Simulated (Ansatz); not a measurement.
The first iterations of a band of ClH3Sn + H2 (7 atoms, charge 0, multiplicity 1).

Level of theory: Ansatz, RKS PBE-D4/def2-TZVP.

```yaml
movable_images: 9
climbing_image: yes
spring: 5.0 eV/Å²
optimiser: quadratic models (default)
start_path: through a guess of the saddle point
force_threshold: 0.03 eV/Å
iteration_limit: 60
end_points: relaxed
```

First end point:

```xyz
7
Properties=species:S:1:pos:R:3
Sn 0.402 0.000 -0.092
Cl 0.526 0.000 2.263
H 2.024 0.000 -0.647
H -0.443 1.428 -0.519
H -0.443 -1.428 -0.519
H -3.082 0.000 1.155
H -2.539 0.000 1.677
```

Last end point:

```xyz
7
Properties=species:S:1:pos:R:3
Sn -0.312 0.000 -0.598
Cl -0.831 0.000 3.749
H 1.293 0.000 0.002
H -0.613 1.409 -1.525
H -0.613 -1.410 -1.526
H -1.401 0.000 0.746
H -1.079 0.000 2.471
```

| iteration | highest image above the first end (eV) | largest band force component (eV/Å) |
| --- | --- | --- |
| 1 | 2.653 | 3.795 |
| 2 | 2.080 | 3.113 |
| 3 | 1.868 | 1.496 |
| 4 | 1.771 | 0.487 |

Problem. Does the band converge within its limit, and where does its top end?

Solution. It converged. It ended after 12 iterations with the highest image 1.767 eV above the first end. A vibrational analysis at the climbing image gives 2 clearly imaginary modes (944i, 129i cm⁻¹): a point of higher order, so a lower path passes nearby. The orbitals stay closed-shell, which can raise the energy where a bond breaks towards radicals; this wasn't checked here.

Time of the run: 87 s on 4 threads of Arm Neoverse V1 (shared host), peak memory 0.2 GiB.
